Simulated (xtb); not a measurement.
ketene (C2H2O), singlet, at a GFN2-xTB geometry; GFN0-xTB with ALPB(acetonitrile) (xtb).

The xtb input:
```
$ xtb mol.xyz --gfn 0 --alpb acetonitrile --json

# file mol.xyz
5

C     -0.01148162     0.02136311    -1.19190098
C      0.00092956    -0.00172957     0.09649676
H      0.00249612     0.94826436    -1.73006124
H     -0.03614064    -0.88566416    -1.76255958
O      0.01211961    -0.02255018     1.25813077
```

Task: What does xtb print? Leave out banner, timings and long lists.

Result: 
```
   ID    Z sym.   atoms
    1    6 C      1, 2
    2    1 H      3, 4
    3    8 O      5

           -------------------------------------------------
          |                Calculation Setup                |
           -------------------------------------------------

           -------------------------------------------------
          |                 G F N 0 - x T B                 |
           -------------------------------------------------

      * Solvation model:               ALPB
        Solvent                        acetonitrile
        Parameter file                 internal GFN-FF/ALPB
        Dielectric constant                3.7500E+01
        Reference state                gsolv [1 M gas/solution]
        Free energy shift                  5.3031E-03 Eh       3.3278E+00 kcal/mol
        Temperature                        2.9815E+02 K
        Density                            7.8600E-01 kg/L
        Solvent mass                       4.1050E+01 g/mol
        Interaction kernel             P16
        Born radius scaling (c1)           1.9356E+00
        Born radii integrator          GBOBC
        Born offset                        0.0000E+00 a0       0.0000E+00 AA
        H-bond correction              true
        Ion screening                  false
        Surface tension                    1.0000E-05 Eh       1.5569E+01 dyn/cm
        Grid points                               230 per atom

          ...................................................
          :                      SETUP                      :
          :.................................................:
          :  # basis functions                  16          :
          :  # atomic orbitals                  16          :
          :  # shells                           10          :
          :  # electrons                        16          :
          :  electronic temp.          300.0000000     K    :
          :  accuracy                    1.0000000          :
          :  -> integral cutoff          0.2500000E+02      :
          :  -> integral neglect         0.1000000E-07      :
          ...................................................

         :::::::::::::::::::::::::::::::::::::::::::::::::::::
         ::                     SUMMARY                     ::
         :::::::::::::::::::::::::::::::::::::::::::::::::::::
         :: total energy              -8.586484354797 Eh    ::
         :: total w/o Gsasa/hb        -8.581743930875 Eh    ::
         :: gradient norm              0.114812254753 Eh/a0 ::
         :: HOMO-LUMO gap              3.793531428268 eV    ::
         ::.................................................::
         :: H0 energy                 -8.681775908402 Eh    ::
         :: repulsion energy           0.151833481282 Eh    ::
         :: electrostat energy        -0.043206438168 Eh    ::
         :: -> Gsolv                   0.000000000000 Eh    ::
         ::    -> Gsasa               -0.010043571996 Eh    ::
         ::    -> Gshift               0.005303148074 Eh    ::
         :: dispersion energy         -0.000626173665 Eh    ::
         :: short-range corr.         -0.012709315844 Eh    ::
         :: add. restraining           0.000000000000 Eh    ::
         :: total charge               0.000000000000 e     ::
         :::::::::::::::::::::::::::::::::::::::::::::::::::::

           -------------------------------------------------
          |                Property Printout                |
           -------------------------------------------------

    * Orbital Energies and Occupations

         #    Occupation            Energy/Eh            Energy/eV
      -------------------------------------------------------------
         1        2.0000           -0.6976561             -18.9842
         2        2.0000           -0.6404672             -17.4280
         3        2.0000           -0.5765632             -15.6891
         4        2.0000           -0.5476218             -14.9015
         5        2.0000           -0.5060322             -13.7698
         6        2.0000           -0.4986483             -13.5689
         7        2.0000           -0.4801791             -13.0663
         8        2.0000           -0.3937199             -10.7137 (HOMO)
         9                         -0.2543102              -6.9201 (LUMO)
        10                         -0.1766599              -4.8072
        11                         -0.1349421              -3.6720
        12                         -0.0924238              -2.5150
        13                          0.1710271               4.6539
        14                          0.2983845               8.1195
        15                          0.4079206              11.1001
        16                          0.9103528              24.7720
      -------------------------------------------------------------
                  HL-Gap            0.1394097 Eh            3.7935 eV
             Fermi-level            0.0000000 Eh            0.0000 eV

     #   Z          covCN         q      C6AA      α(0)
     1   6 C        2.834    -0.499    45.914    11.069
     2   6 C        1.836     0.446    22.135     7.592
     3   1 H        0.926     0.267     0.815     1.412
     4   1 H        0.926     0.267     0.815     1.412
     5   8 O        0.856    -0.481    23.292     6.476

 Mol. C6AA /au·bohr⁶  :        325.930880
 Mol. C8AA /au·bohr⁸  :       7997.674486
 Mol. α(0) /au        :         27.959539

Wiberg/Mayer (AO) data.
largest (>0.10) Wiberg bond orders for each atom

 ---------------------------------------------------------------------------
     #   Z sym  total        # sym  WBO       # sym  WBO       # sym  WBO
 ---------------------------------------------------------------------------
     1   6 C    3.795 --     2 C    1.659     3 H    0.948     4 H    0.948
                             5 O    0.240
     2   6 C    3.863 --     5 O    2.183     1 C    1.659
     3   1 H    0.988 --     1 C    0.948
     4   1 H    0.988 --     1 C    0.948
     5   8 O    2.488 --     2 C    2.183     1 C    0.240
 ---------------------------------------------------------------------------

Topologies differ in total number of bonds
Writing topology from bond orders to xtbtopo.mol

 dipole moment from electron density (au)
     X       Y       Z
   0.0035  -0.0066   0.3680  total (Debye):    0.936

           -------------------------------------------------
          | TOTAL ENERGY               -8.586484354797 Eh   |
          | GRADIENT NORM               0.114812254753 Eh/α |
          | HOMO-LUMO GAP               3.793531428268 eV   |
           -------------------------------------------------

normal termination of xtb
```
